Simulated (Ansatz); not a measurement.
Breaking the Be1–O2 bond in BeO (multiplicity 1 held). Energies count from the point at 1.327 Å.


Restricted levels (R-, RO-) in cc, def2 and unpolarised 6-31G sets keep to the state of the molecule at rest. U- levels take the lowest unrestricted solution at each point, which mixes spins at long bonds. Full CI gives the lowest state of the spin. Left out are points that failed, MP2 points that dive below the minimum, coupled-cluster points behind a jump of the amplitudes or a sharp parting from full CI or MRCI, small-basis points behind a change of solution, and semi-empirical points at long bonds. Curves can end on different states.

Frozen-core correlation.

The values were computed with Ansatz (a quantum-chemistry and plane-wave program). Values without a source in brackets are computed.

Energies in kcal/mol.

```csv
R (Å),U-HF/6-31G,R-MP2/6-31G,U-SCS-MP2/6-31G,FCI/6-31G
1.061,91.0,93.1,57.5,92.8
1.194,29.9,23.4,-11.7,23.3
1.327,0.0,0.0,0.0,0.0
1.459,-12.7,-1.2,-14.3,-0.7
1.592,-11.8,8.5,-14.7,9.1
1.791,1.8,49.0,left out,28.6
1.990,20.9,88.3,14.1,45.1
2.322,50.9,124.1,51.4,73.0
2.653,60.0,141.1,69.7,95.3
3.051,62.5,150.1,73.5,112.7
3.582,63.2,154.1,73.9,119.8
4.245,63.4,155.2,73.8,120.4
5.307,63.6,155.4,73.9,120.6
```

Doubts at one or more of the structures used: a spin-contaminated determinant (U-HF/6-31G, U-SCS-MP2/6-31G); a restricted determinant that unrestricted orbitals would lower (R-MP2/6-31G).
